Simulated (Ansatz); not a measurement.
Reaction (silylene loss): `[SiH3][SiH2][SiH2][GeH2][SiH2][GeH3]` → `[SiH3][SiH2][GeH2][SiH2][GeH3]` + `[SiH2]`

Program: Ansatz. Geometries: PBE0-D4/def2-TZVP. ΔE: electronic, gas phase. CCSD(T)/CBS is the MP2 limit (def2-TZVPP, def2-QZVPP) plus CCSD(T) − MP2 in def2-TZVPP, frozen cores. This one scheme is used for every species. DFT in def2-TZVPP. HSE06 is defined as in plane-wave codes. For Ge outer-core shells are correlated without core-valence functions, which leaves a few kJ/mol of doubt a bond. Scalar relativity is left out up to krypton. One conformer a species, not always the lowest.

`[SiH3][SiH2][SiH2][GeH2][SiH2][GeH3]`:

Cartesian coordinates in Å:
```
Si 2.330 1.236 0.579
Si 0.389 2.480 0.181
Si -1.559 1.317 0.754
Ge -2.173 -0.223 -0.956
Si -0.364 -1.677 -1.481
Ge 0.464 -2.670 0.517
H 2.381 0.824 2.007
H 3.533 2.057 0.274
H 2.366 0.016 -0.271
H 0.326 2.860 -1.259
H 0.473 3.735 0.981
H -1.337 0.572 2.025
H -2.675 2.279 0.973
H -2.605 0.561 -2.210
H -3.378 -1.060 -0.485
H -0.806 -2.742 -2.422
H 0.714 -0.891 -2.140
H 0.700 -1.592 1.589
H -0.569 -3.668 1.068
H 1.787 -3.415 0.277
```

`[SiH3][SiH2][GeH2][SiH2][GeH3]`:

Cartesian coordinates in Å:
```
Si -2.268 -0.493 -1.316
Si -0.357 0.758 -1.810
Ge 0.397 1.862 0.162
Si 0.586 0.257 1.910
Ge 1.786 -1.639 1.121
H -3.349 0.410 -0.834
H -2.759 -1.236 -2.507
H -1.955 -1.470 -0.238
H -0.644 1.742 -2.890
H 0.724 -0.153 -2.281
H 1.768 2.519 -0.088
H -0.597 2.971 0.557
H 1.275 0.838 3.095
H -0.780 -0.169 2.326
H 1.982 -2.687 2.230
H 3.170 -1.213 0.602
H 1.021 -2.297 -0.040
```

`[SiH2]`:

Z-matrix (Å, degrees):
```
Si
H 1 1.525
H 1 1.525 2 91.2
```

CCSD(T)/CBS gives +59.0 kcal/mol.

Task: Another level gave +62.5 kcal/mol. Which?
A. r2SCANh/def2-TZVPP
B. HSE06/def2-TZVPP
C. HF/def2-TZVPP
D. PBE-D4/def2-TZVPP

Result: D. PBE-D4 62.5, HSE06 61.1, HF/def2-TZVPP 50.3, r2SCANh 63.5 kcal/mol.

Largest T1 diagnostic among the species: 0.014.

Leaving LDA and LC-ωPBE aside and taking each functional with its dispersion term where it has one, the values, not all of them listed here, spread over 8.5 kcal/mol, from BLYP-D4 to r2SCAN0-D4. LDA lies +8.8 kcal/mol from PBE without D4. The D4 term adds +4.9 kcal/mol with B3LYP and +2.8 kcal/mol with PBE0; it sums over pairs of atoms, weighted by their polarisabilities, and B3LYP, whose exchange is more repulsive, gets the larger term. In def2-TZVPP, CCSD(T) changes the Hartree–Fock value by +6.9 kcal/mol (the triples alone add +1.6 kcal/mol) and MP2 by +10.7 kcal/mol.

B3LYP here is the variant with VWN-RPA as its local correlation; programs differ in this.
